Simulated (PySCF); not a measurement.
Be(Me)(GeH3) (CH6BeGe), SMILES [CH3][Be][GeH3]. Atoms are numbered in the order given.

```xyz
9

Be     0.0000     0.0000    -1.3065
C      0.0000     0.0000    -2.9795
H     -1.0166    -0.0204    -3.3883
H      0.5260    -0.8702    -3.3883
H      0.4906     0.8906    -3.3883
Ge     0.0000     0.0000     0.8987
H      1.4194    -0.0612     1.5030
H     -0.6567     1.2598     1.5030
H     -0.7627    -1.1986     1.5030
```
Charge 0, spin multiplicity 1.

Geometry: PBE0-D3(BJ)/def2-TZVP.

Calculation: r2SCAN/def2-TZVPD (PySCF).

```yaml
total_energy: -2133.42141 hartree
point_group: C3
highest_occupied_level: -6.78 eV
lowest_empty_level: -1.31 eV
orbital_gap: 5.48 eV
dipole_moment: 1.27 D
quadrupole, principal values (traceless, Buckingham form, about the centre of nuclear charge): -3.72, 1.86, 1.86 D·Å
mean_static_polarisability: 66.9 bohr³ (9.91 Å³)
polarisability_principal_values: 59.9, 59.9, 80.7 bohr³
```
